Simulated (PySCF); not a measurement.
Zn(Et) (C2H5Zn), SMILES C[CH2][Zn] (connectivity only; charge and spin as stated), neutral, multiplicity 2. Atoms are numbered in the order given.

```xyz
8

Zn    -0.0763     0.9339     0.0000
C      0.6846    -1.0283     0.0000
C     -0.3998    -2.0936     0.0000
H      1.3254    -1.0635     0.8967
H      1.3254    -1.0635    -0.8967
H     -1.0504    -2.0230    -0.8876
H     -1.0504    -2.0230     0.8876
H      0.0294    -3.1139     0.0000
```
Charge 0, spin multiplicity 2.

Geometry optimised at B3LYP-D3(BJ)/def2-SVP. The spin state was assumed, not searched. The isomer is the one that the SMILES or the coordinates give; other isomers of the formula were not compared.

The numbers are results of ωB97X/def2-TZVPD (PySCF), not measurements.

Mulliken values depend strongly on the basis, most of all with diffuse functions as here. ESP charges are fitted to the potential on shells at 1.4 to 2.0 van der Waals radii. Atomic charges (e):

```
atom  ESP fit  meta-Löwdin  Mulliken spin
----  -------  -----------  -------------
Zn1     -0.10         0.40           0.52
C2       0.80        -0.58           0.45
C3      -0.53        -0.32           0.01
H4      -0.21         0.10           0.00
H5      -0.21         0.10           0.00
H6       0.09         0.10          -0.01
H7       0.09         0.10          -0.01
H8       0.07         0.11           0.02
```
